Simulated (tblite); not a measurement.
Record of a relaxation.

Species: C4H7BFN.
Numbering: `[BH3-:1][N+:2]#[C:3]/[CH:4]=[CH:5]/[CH2:6][F:7]` (hydrogens: H8, H9, H10 on B1; H11 on C4; H12 on C5; H13, H14 on C6)
Bond orders are those of one Lewis drawing.

Computed with GFN2-xTB (tblite), gas phase: L-BFGS steps from a force-field or distance-geometry start until the largest atomic force falls under 0.01 eV/Å. 13 of its 53 geometries are shown.

Step 0: E = -570.2418 eV, largest atomic force 2.195 eV/Å
```
atom  x, y, z in Å  |  force x, y, z in eV/Å
B1      3.359   -0.012    0.521   -0.491   0.662  -0.044
N2      1.873    0.224    0.475    0.816  -0.136  -0.036
C3      0.732    0.411    0.471   -1.465   0.692   0.069
C4     -0.705    0.638    0.443    1.795  -1.256  -0.130
C5     -1.467   -0.407    0.085    0.665   0.049  -0.301
C6     -2.954   -0.319    0.014    0.808   0.260   0.639
F7     -3.302    0.973    0.399   -0.487  -0.952  -0.328
H8      3.639   -0.986   -0.059   -0.274  -0.607  -0.119
H9      3.909    0.899   -0.041   -0.371   0.138   0.201
H10     3.657   -0.046    1.675   -0.143   0.010   0.005
H11    -1.146    1.579    0.724    0.347   0.102   0.016
H12    -1.007   -1.362   -0.195   -0.317   0.404   0.136
H13    -3.286   -0.528   -1.009   -0.334   0.162   0.231
H14    -3.304   -1.064    0.755   -0.549   0.472  -0.338
```

Step 4: E = -570.4990 eV, largest atomic force 0.439 eV/Å
```
atom  x, y, z in Å  |  force x, y, z in eV/Å
B1      3.324    0.008    0.511    0.304  -0.149  -0.004
N2      1.888    0.227    0.472    0.027   0.081  -0.002
C3      0.749    0.446    0.478    0.165   0.049   0.008
C4     -0.638    0.609    0.447    0.322  -0.276  -0.113
C5     -1.426   -0.401    0.067   -0.054  -0.220  -0.002
C6     -2.904   -0.319    0.027   -0.191   0.077   0.134
F7     -3.348    0.924    0.385   -0.093   0.119   0.052
H8      3.600   -1.014   -0.054   -0.319   0.047   0.094
H9      3.875    0.922   -0.025   -0.206   0.137   0.053
H10     3.639   -0.042    1.670   -0.153   0.039  -0.097
H11    -1.086    1.547    0.715    0.139   0.335   0.119
H12    -1.021   -1.363   -0.196    0.073  -0.123  -0.080
H13    -3.303   -0.513   -0.972    0.012  -0.080  -0.169
H14    -3.350   -1.031    0.734   -0.026  -0.037   0.009
```

Step 9: E = -570.5378 eV, largest atomic force 0.136 eV/Å
```
atom  x, y, z in Å  |  force x, y, z in eV/Å
B1      3.343    0.009    0.509   -0.092  -0.055   0.003
N2      1.910    0.241    0.474   -0.023   0.043   0.023
C3      0.771    0.447    0.473   -0.036  -0.115  -0.064
C4     -0.617    0.591    0.437   -0.028  -0.038  -0.003
C5     -1.425   -0.415    0.073    0.004   0.072   0.011
C6     -2.914   -0.314    0.033    0.052  -0.064  -0.006
F7     -3.364    0.930    0.389    0.051  -0.042  -0.019
H8      3.544   -1.028   -0.049   -0.053   0.083   0.020
H9      3.842    0.951   -0.018    0.050   0.034  -0.028
H10     3.619   -0.037    1.669    0.036   0.005   0.027
H11    -1.029    1.553    0.720    0.073  -0.034  -0.010
H12    -1.020   -1.378   -0.209   -0.073   0.053   0.011
H13    -3.297   -0.519   -0.978    0.041   0.029   0.059
H14    -3.364   -1.031    0.735   -0.003   0.029  -0.024
```

Step 13: E = -570.5426 eV, largest atomic force 0.062 eV/Å
```
atom  x, y, z in Å  |  force x, y, z in eV/Å
B1      3.338    0.013    0.512    0.017   0.058   0.015
N2      1.910    0.250    0.478    0.006  -0.003   0.011
C3      0.768    0.426    0.461    0.009  -0.006  -0.002
C4     -0.615    0.586    0.435    0.002   0.001   0.000
C5     -1.429   -0.414    0.076    0.004  -0.025  -0.015
C6     -2.913   -0.317    0.035   -0.019   0.025   0.006
F7     -3.357    0.928    0.388   -0.017   0.027   0.010
H8      3.525   -1.022   -0.049    0.000   0.014  -0.010
H9      3.842    0.957   -0.018    0.014  -0.045   0.019
H10     3.621   -0.035    1.673    0.021   0.008  -0.019
H11    -1.007    1.553    0.721    0.001   0.008   0.002
H12    -1.030   -1.375   -0.211   -0.001  -0.050  -0.009
H13    -3.289   -0.518   -0.977   -0.013  -0.002  -0.014
H14    -3.366   -1.031    0.734   -0.022  -0.009   0.006
```

Step 17: E = -570.5434 eV, largest atomic force 0.048 eV/Å
```
atom  x, y, z in Å  |  force x, y, z in eV/Å
B1      3.339    0.018    0.515    0.011  -0.045  -0.005
N2      1.911    0.252    0.482    0.004   0.017   0.006
C3      0.768    0.422    0.459    0.002   0.008   0.011
C4     -0.615    0.582    0.433    0.001  -0.030  -0.012
C5     -1.430   -0.417    0.074   -0.020  -0.001   0.007
C6     -2.915   -0.315    0.035   -0.001  -0.014  -0.006
F7     -3.358    0.931    0.390    0.009  -0.019  -0.004
H8      3.522   -1.017   -0.050    0.003   0.007   0.004
H9      3.848    0.953   -0.017    0.024   0.039  -0.013
H10     3.627   -0.033    1.672    0.017   0.006   0.015
H11    -1.003    1.552    0.721   -0.004  -0.030  -0.012
H12    -1.034   -1.382   -0.212   -0.024   0.019   0.008
H13    -3.290   -0.517   -0.977   -0.016   0.017   0.012
H14    -3.370   -1.031    0.734   -0.006   0.024  -0.011
```

Step 22: E = -570.5446 eV, largest atomic force 0.039 eV/Å
```
atom  x, y, z in Å  |  force x, y, z in eV/Å
B1      3.347    0.023    0.518   -0.005   0.038  -0.004
N2      1.917    0.263    0.490    0.009   0.005  -0.005
C3      0.771    0.415    0.459    0.009  -0.027  -0.001
C4     -0.614    0.569    0.428    0.007   0.009   0.014
C5     -1.437   -0.425    0.073    0.015  -0.002  -0.003
C6     -2.921   -0.313    0.035   -0.003   0.014   0.002
F7     -3.357    0.934    0.392    0.009   0.029   0.004
H8      3.519   -1.010   -0.051    0.014  -0.019   0.007
H9      3.863    0.957   -0.016   -0.024  -0.001   0.010
H10     3.643   -0.027    1.674   -0.003  -0.006  -0.011
H11    -0.998    1.539    0.715   -0.018   0.001  -0.006
H12    -1.050   -1.391   -0.213   -0.005  -0.026  -0.004
H13    -3.301   -0.510   -0.977   -0.005   0.002  -0.012
H14    -3.383   -1.024    0.732   -0.003  -0.017   0.009
```

Step 26: E = -570.5450 eV, largest atomic force 0.024 eV/Å
```
atom  x, y, z in Å  |  force x, y, z in eV/Å
B1      3.349    0.027    0.517    0.001  -0.017  -0.001
N2      1.920    0.266    0.491   -0.013  -0.015  -0.004
C3      0.772    0.409    0.460   -0.012   0.007   0.004
C4     -0.612    0.564    0.429   -0.009  -0.017  -0.007
C5     -1.438   -0.428    0.072   -0.010  -0.011  -0.001
C6     -2.923   -0.311    0.035    0.008   0.001   0.000
F7     -3.354    0.938    0.392    0.012  -0.006   0.001
H8      3.521   -1.009   -0.049    0.007   0.015   0.007
H9      3.864    0.960   -0.015   -0.006   0.016  -0.006
H10     3.647   -0.026    1.673   -0.005   0.004   0.001
H11    -1.000    1.535    0.712    0.013  -0.007  -0.001
H12    -1.056   -1.397   -0.213   -0.002   0.001   0.004
H13    -3.304   -0.506   -0.977    0.008   0.010   0.013
H14    -3.386   -1.023    0.732    0.008   0.020  -0.010
```

Step 30: E = -570.5455 eV, largest atomic force 0.031 eV/Å
```
atom  x, y, z in Å  |  force x, y, z in eV/Å
B1      3.350    0.031    0.517    0.000   0.015   0.008
N2      1.919    0.265    0.491    0.011  -0.027   0.005
C3      0.771    0.402    0.461    0.013  -0.006  -0.006
C4     -0.613    0.554    0.428    0.012   0.010  -0.005
C5     -1.440   -0.435    0.071    0.006   0.005   0.005
C6     -2.923   -0.307    0.035   -0.010  -0.008  -0.005
F7     -3.346    0.945    0.395    0.013   0.002   0.004
H8      3.527   -1.005   -0.045    0.008   0.008  -0.021
H9      3.861    0.969   -0.015   -0.016  -0.017   0.004
H10     3.651   -0.024    1.672   -0.011   0.019   0.006
H11    -0.999    1.527    0.708   -0.001  -0.003   0.004
H12    -1.064   -1.408   -0.213    0.002   0.000   0.004
H13    -3.307   -0.498   -0.976   -0.007   0.007  -0.025
H14    -3.389   -1.017    0.730   -0.021  -0.003   0.022
```

Step 35: E = -570.5464 eV, largest atomic force 0.033 eV/Å
```
atom  x, y, z in Å  |  force x, y, z in eV/Å
B1      3.353    0.040    0.519    0.019  -0.025   0.001
N2      1.921    0.249    0.493   -0.003   0.006  -0.001
C3      0.773    0.383    0.461   -0.005  -0.016  -0.013
C4     -0.610    0.535    0.423   -0.009  -0.006   0.005
C5     -1.444   -0.450    0.070   -0.009   0.000  -0.001
C6     -2.926   -0.301    0.034    0.005   0.007   0.009
F7     -3.322    0.958    0.401   -0.019  -0.002  -0.008
H8      3.546   -0.992   -0.046    0.020  -0.003  -0.006
H9      3.847    0.985   -0.015   -0.005   0.012   0.001
H10     3.652   -0.008    1.674    0.004   0.011   0.008
H11    -0.995    1.509    0.701    0.005   0.008   0.001
H12    -1.079   -1.428   -0.210    0.008   0.011   0.002
H13    -3.313   -0.477   -0.979    0.000  -0.006   0.032
H14    -3.403   -1.003    0.732   -0.011   0.005  -0.031
```

Step 39: E = -570.5468 eV, largest atomic force 0.024 eV/Å
```
atom  x, y, z in Å  |  force x, y, z in eV/Å
B1      3.357    0.041    0.521   -0.009   0.015  -0.003
N2      1.922    0.242    0.494    0.003  -0.011  -0.009
C3      0.773    0.370    0.458    0.004   0.000   0.003
C4     -0.610    0.527    0.422    0.006   0.001  -0.002
C5     -1.447   -0.456    0.070   -0.007   0.007   0.013
C6     -2.927   -0.297    0.035   -0.014   0.001  -0.004
F7     -3.316    0.964    0.402   -0.013   0.001   0.002
H8      3.559   -0.987   -0.048    0.018   0.003   0.016
H9      3.839    0.993   -0.014   -0.001  -0.004   0.007
H10     3.654    0.001    1.677    0.007  -0.007  -0.014
H11    -0.991    1.502    0.699    0.017  -0.003   0.002
H12    -1.084   -1.435   -0.208   -0.008   0.009  -0.001
H13    -3.317   -0.469   -0.977   -0.001  -0.006  -0.019
H14    -3.413   -0.996    0.727   -0.002  -0.007   0.009
```

Step 43: E = -570.5474 eV, largest atomic force 0.034 eV/Å
```
atom  x, y, z in Å  |  force x, y, z in eV/Å
B1      3.360    0.046    0.521    0.003  -0.006  -0.003
N2      1.924    0.227    0.491    0.000  -0.012  -0.002
C3      0.775    0.352    0.454   -0.001  -0.009   0.002
C4     -0.607    0.514    0.420    0.001   0.011   0.009
C5     -1.454   -0.462    0.074    0.012   0.009  -0.019
C6     -2.934   -0.291    0.035    0.003  -0.010  -0.001
F7     -3.312    0.972    0.405   -0.017  -0.010  -0.005
H8      3.586   -0.978   -0.044    0.004  -0.006   0.000
H9      3.827    1.005   -0.010    0.015   0.025  -0.017
H10     3.659    0.011    1.676    0.000  -0.005   0.019
H11    -0.979    1.493    0.696    0.000   0.022   0.008
H12    -1.096   -1.441   -0.206   -0.025  -0.019   0.001
H13    -3.322   -0.460   -0.978    0.005   0.008  -0.006
H14    -3.427   -0.989    0.724   -0.001   0.000   0.013
```

Step 48: E = -570.5478 eV, largest atomic force 0.014 eV/Å
```
atom  x, y, z in Å  |  force x, y, z in eV/Å
B1      3.364    0.049    0.520   -0.004   0.001   0.001
N2      1.925    0.216    0.488    0.003   0.000   0.002
C3      0.776    0.342    0.453    0.005  -0.001   0.003
C4     -0.606    0.511    0.421    0.006  -0.003  -0.002
C5     -1.458   -0.462    0.074   -0.001   0.003   0.004
C6     -2.937   -0.289    0.035   -0.001   0.008  -0.001
F7     -3.317    0.973    0.404   -0.004   0.007   0.001
H8      3.602   -0.975   -0.041    0.001   0.005  -0.005
H9      3.824    1.013   -0.011   -0.002  -0.008   0.000
H10     3.661    0.015    1.677   -0.008   0.004   0.001
H11    -0.972    1.493    0.697    0.000  -0.009  -0.001
H12    -1.106   -1.445   -0.204   -0.007   0.002   0.002
H13    -3.323   -0.456   -0.980   -0.001  -0.006  -0.001
H14    -3.433   -0.986    0.724    0.013  -0.005  -0.003
```

Step 52: E = -570.5478 eV, largest atomic force 0.004 eV/Å
```
atom  x, y, z in Å  |  force x, y, z in eV/Å
B1      3.365    0.050    0.521   -0.003  -0.003   0.000
N2      1.926    0.213    0.488   -0.002   0.003  -0.001
C3      0.777    0.337    0.453    0.000  -0.002   0.001
C4     -0.605    0.508    0.421    0.001  -0.001   0.002
C5     -1.459   -0.463    0.074    0.001   0.000  -0.001
C6     -2.938   -0.287    0.035    0.000  -0.001  -0.001
F7     -3.317    0.976    0.404   -0.001   0.001  -0.001
H8      3.607   -0.972   -0.042    0.001  -0.001  -0.001
H9      3.821    1.016   -0.011    0.002   0.002   0.000
H10     3.660    0.018    1.678    0.000   0.002   0.002
H11    -0.969    1.490    0.697    0.002   0.001   0.000
H12    -1.111   -1.447   -0.203    0.001  -0.001  -0.001
H13    -3.323   -0.454   -0.980   -0.002   0.001  -0.001
H14    -3.433   -0.985    0.723    0.001   0.000   0.003
```

**Question.** Summarise the path.

**Answer.** The energy falls by 7.06 kcal/mol from step 0 to step 52; nine tenths of that is first reached at step 6. It falls at every step. The largest force goes from 2.195 to 0.004 eV/Å. Among the bonds C3–C4 changes most, from 1.455 to 1.393 Å; the atoms move by 0.108 Å rms after alignment.

**Question.** Follow the three bonds and two angles with the largest change from start to end.

**Answer.** 
| step | E above end (kcal/mol) | largest force (eV/Å) | C3–C4 (Å) | B1–N2 (Å) | B1–H8 (Å) | H8–B1–H9 (°) | C3–C4–C5 (°) |
| --- | --- | --- | --- | --- | --- | --- | --- |
| 0 | 7.06 | 2.195 | 1.455 | 1.506 | 1.168 | 106.8 | 116.4 |
| 2 | 3.28 | 1.208 | 1.391 | 1.493 | 1.204 | 107.5 | 120.0 |
| 5 | 0.84 | 0.331 | 1.396 | 1.450 | 1.195 | 110.5 | 120.7 |
| 7 | 0.38 | 0.158 | 1.395 | 1.450 | 1.185 | 113.3 | 121.8 |
| 9 | 0.23 | 0.136 | 1.396 | 1.452 | 1.195 | 114.2 | 121.9 |
| 11 | 0.15 | 0.125 | 1.393 | 1.450 | 1.197 | 114.4 | 121.8 |
| 14 | 0.12 | 0.039 | 1.392 | 1.448 | 1.191 | 114.2 | 121.5 |
| 16 | 0.11 | 0.045 | 1.392 | 1.448 | 1.192 | 114.0 | 121.5 |
| 18 | 0.10 | 0.055 | 1.393 | 1.448 | 1.193 | 113.7 | 121.7 |
| 20 | 0.08 | 0.036 | 1.393 | 1.449 | 1.193 | 113.6 | 122.1 |
| 23 | 0.07 | 0.030 | 1.394 | 1.450 | 1.192 | 113.8 | 122.4 |
| 25 | 0.07 | 0.022 | 1.394 | 1.450 | 1.193 | 113.9 | 122.4 |
| 27 | 0.06 | 0.024 | 1.393 | 1.449 | 1.193 | 114.0 | 122.4 |
| 29 | 0.06 | 0.029 | 1.393 | 1.450 | 1.193 | 114.1 | 122.6 |
| 32 | 0.05 | 0.039 | 1.393 | 1.450 | 1.191 | 114.2 | 122.9 |
| 34 | 0.04 | 0.032 | 1.392 | 1.448 | 1.192 | 114.0 | 123.1 |
| 36 | 0.03 | 0.033 | 1.392 | 1.448 | 1.193 | 113.9 | 123.0 |
| 38 | 0.02 | 0.026 | 1.392 | 1.448 | 1.193 | 113.9 | 123.0 |
| 41 | 0.02 | 0.030 | 1.392 | 1.449 | 1.192 | 114.0 | 123.2 |
| 43 | 0.01 | 0.034 | 1.392 | 1.448 | 1.192 | 114.0 | 123.3 |
| 45 | 0.01 | 0.034 | 1.392 | 1.448 | 1.192 | 114.0 | 123.3 |
| 47 | 0.00 | 0.017 | 1.393 | 1.449 | 1.192 | 114.1 | 123.3 |
| 50 | 0.00 | 0.017 | 1.393 | 1.449 | 1.192 | 114.0 | 123.4 |
| 52 | 0.00 | 0.004 | 1.393 | 1.449 | 1.192 | 114.0 | 123.4 |

What follows is the cost of the whole relaxation. Time: 0.41 s of wall time. Hardware: one thread, Arm Neoverse N1 (aarch64), no GPU, shared host with 64 logical CPUs at a one-minute load of 61.
